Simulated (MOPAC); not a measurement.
MOPAC input (PM7):

```
PM7 1SCF CHARGE=-1 GEO-OK AUX(PRECISION=9) THREADS=1
C3HO

C     1.61440100 1    1.13498500 1    0.19390100 1
C     0.52885900 1    0.34092100 1    0.18506100 1
C    -0.49906400 1   -0.32674900 1   -0.15482200 1
O    -1.48709800 1   -1.00911300 1   -0.32174300 1
H     2.03161100 1    1.17796000 1    1.22910300 1
```

Output:

```
 *******************************************************************************
 **                                                                           **
 **                              MOPAC v23.2.5                                **
 **                                                                           **
 *******************************************************************************
 ** MOPAC's Digital Object Identifier: https://doi.org/10.5281/zenodo.6511958 **
 **                                                                           **
 ** Please cite the open-source release paper for use of this MOPAC version:  **
 ** J. E. Moussa and J. J. P. Stewart (2026)                                  **
 ** MOPAC: An open-source semiempirical molecular orbital program             **
 ** J. Open Source Softw., 11(119), 8025, https://doi.org/10.21105/joss.08025 **
 *******************************************************************************

                              PM7 CALCULATION RESULTS

 *******************************************************************************
 *  PM7        - The PM7 Hamiltonian to be used
 *  GEO-OK     - OVERRIDE INTERATOMIC DISTANCE AND OTHER SAFETY CHECKS
 *
 *
 *
 *                 CHARGE ON SYSTEM = -1
 *
 *
 *
 *  1SCF       - DO 1 SCF AND THEN STOP
 *  AUX        - OUTPUT AUXILIARY INFORMATION
 *******************************************************************************
PM7 1SCF CHARGE=-1 GEO-OK AUX(PRECISION=9) THREADS=1
 C3HO

   ATOM   CHEMICAL          X               Y               Z
  NUMBER   SYMBOL      (ANGSTROMS)     (ANGSTROMS)     (ANGSTROMS)

     1       C          1.61440100  *   1.13498500  *   0.19390100  *
     2       C          0.52885900  *   0.34092100  *   0.18506100  *
     3       C         -0.49906400  *  -0.32674900  *  -0.15482200  *
     4       O         -1.48709800  *  -1.00911300  *  -0.32174300  *
     5       H          2.03161100  *   1.17796000  *   1.22910300  *

          CARTESIAN COORDINATES

    NO.       ATOM           X           Y           Z

     1         C          1.6144      1.1350      0.1939
     2         C          0.5289      0.3409      0.1851
     3         C         -0.4991     -0.3267     -0.1548
     4         O         -1.4871     -1.0091     -0.3217
     5         H          2.0316      1.1780      1.2291

 General Reference for PM7:
 "Optimization of Parameters for Semiempirical Methods VI: More Modifications to the
 NDDO Approximations and Re-optimization of Parameters", J. J. P. Stewart, J. Mol. Mod., 1:32, 19 (2013)
 https://link.springer.com/article/10.1007/s00894-012-1667-x

           Empirical Formula: C3 H O  =     5 atoms

      MOLECULAR POINT GROUP   :   Cs

      RHF CALCULATION, NO. OF DOUBLY OCCUPIED LEVELS = 10

 -------------------------------------------------------------------------------
 PM7 1SCF CHARGE=-1 GEO-OK AUX(PRECISION=9) THREADS=1
 C3HO

     1SCF WAS SPECIFIED, SO BFGS WAS NOT USED
     SCF FIELD WAS ACHIEVED

                              PM7 CALCULATION
                                                       MOPAC v23.2.5 Linux

          FINAL HEAT OF FORMATION =         40.84903 KCAL/MOL =     170.91232 KJ/MOL

          COSMO AREA              =         92.12 SQUARE ANGSTROMS
          COSMO VOLUME            =         73.40 CUBIC ANGSTROMS

          IONIZATION POTENTIAL    =          2.127763 EV
          HOMO LUMO ENERGIES (EV) =         -2.128  5.688
          NO. OF FILLED LEVELS    =         10
          MOLECULAR WEIGHT        =         53.0403         POINT GROUP:  Cs

          MOLECULAR DIMENSIONS (Angstroms)

            Atom       Atom       Distance
            H     5    O     4     4.42377
            O     4    C     1     0.85725
            C     3    O     4     0.00000

          SCF CALCULATIONS        =          1

   ATOM   CHEMICAL          X               Y               Z
  NUMBER   SYMBOL      (ANGSTROMS)     (ANGSTROMS)     (ANGSTROMS)

     1       C          1.61440100  *   1.13498500  *   0.19390100  *
     2       C          0.52885900  *   0.34092100  *   0.18506100  *
     3       C         -0.49906400  *  -0.32674900  *  -0.15482200  *
     4       O         -1.48709800  *  -1.00911300  *  -0.32174300  *
     5       H          2.03161100  *   1.17796000  *   1.22910300  *

                             CARTESIAN COORDINATES

   1    C        1.614401000     1.134985000     0.193901000
   2    C        0.528859000     0.340921000     0.185061000
   3    C       -0.499064000    -0.326749000    -0.154822000
   4    O       -1.487098000    -1.009113000    -0.321743000
   5    H        2.031611000     1.177960000     1.229103000

           Empirical Formula: C3 H O  =     5 atoms

      MOLECULAR POINT GROUP   :   Cs

                  EIGENVALUES
 -24.72476 -20.04501 -16.63779 -10.70347  -9.22342  -9.06435  -7.98171  -5.27260
  -4.51790  -2.12776   5.68803   7.26821   8.42913   9.63969  11.60208  12.29237
  12.66123

              NET ATOMIC CHARGES AND DIPOLE CONTRIBUTIONS

  ATOM NO.   TYPE          CHARGE      No. of ELECS.   s-Pop       p-Pop
    1          C          -0.169713        4.1697     1.45855     2.71116
    2          C          -0.598088        4.5981     1.09222     3.50586
    3          C           0.348831        3.6512     1.10139     2.54978
    4          O          -0.577612        6.5776     1.88112     4.69649
    5          H          -0.003418        1.0034     1.00342
 DIPOLE           X         Y         Z       TOTAL
 POINT-CHG.     0.240     0.224    -0.187     0.378
 HYBRID        -1.303    -1.261     1.201     2.175
 SUM           -1.063    -1.037     1.014     1.798

          ATOMIC ORBITAL ELECTRON POPULATIONS

     Atom    s        px        py        pz
    1  C   1.45855   0.80926   0.69493   1.20697
    2  C   1.09222   1.11002   1.22147   1.17438
    3  C   1.10139   0.79143   0.75199   1.00637
    4  O   1.88112   1.36552   1.50935   1.82162
    5  H   1.00342

 **********************
 *                    *
 * JOB ENDED NORMALLY *
 *                    *
 **********************

 == MOPAC DONE ==
```

The dipole moment of an ion depends on the origin.

The geometry given is a B3LYP-D3(BJ)/def2-TZVP minimum.
